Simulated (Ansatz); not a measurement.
Cartesian coordinates in Å:
```
C 0.8468 1.4687 -0.4329
C 0.3043 0.2845 -0.1948
N -0.6361 -0.5580 -0.8146
Si -0.1880 -1.2115 0.6876
I -1.6692 -1.0996 2.5971
H 0.5857 2.0499 -1.3117
H 1.5716 1.8830 0.2541
H -1.3342 -0.3112 -1.4979
H 0.5192 -2.5059 0.7131
```

The species carries charge 0 and has multiplicity 1. I: def2 effective core potential.

List the B3LYP/def2-TZVPP orbital energies in eV (the Gaussian-basis code of Ansatz). (An estimate is asked.)

Ansatz gave: Occupied: -1800.47, -389.95, -277.80, -276.26, -186.45, -144.89, -132.62, -132.42, -132.41, -100.24, -100.21, -100.16, -52.31, -52.24, -52.22, -52.05, -52.05, -25.33, -19.79, -19.44, -16.94, -13.99, -12.85, -11.83, -10.93, -10.20, -9.10, -8.54, -7.78, -7.54, -6.08. Lowest empty: -1.00, -0.72, 0.18, 1.05, 1.60, 2.24, 2.34, 2.80.

B3LYP here is the variant with VWN-RPA as its local correlation; programs differ in this.
